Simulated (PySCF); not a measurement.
Correlation energy of Kr+ (krypton, charge +1)

[Ar] 3d10 4s2 4p4 5s1, high-spin 4P determinant (an excited configuration). All numbers are calculated (PySCF 2.14, a scalar-relativistic core potential, in aug-cc-pwCVTZ-PP with ECP10MDF). Frozen: 3s2 3p6 3d10; 7 electrons correlated.

MP2 pair energies summed by pair of shells (mhartree):

```tsv
pair	energy	share (%)
4s-4p	-52.76	40.2
4p-4p	-51.80	39.5
4p-5s	-13.34	10.2
4s-4s	-8.92	6.8
4s-5s	-4.36	3.3
```

Total MP2 correlation energy: -131.19 mhartree.

Same-spin part -34.60 and opposite-spin part -96.59 mhartree; SCS-MP2 scales them by 1/3 and 6/5 to -127.44 mhartree.
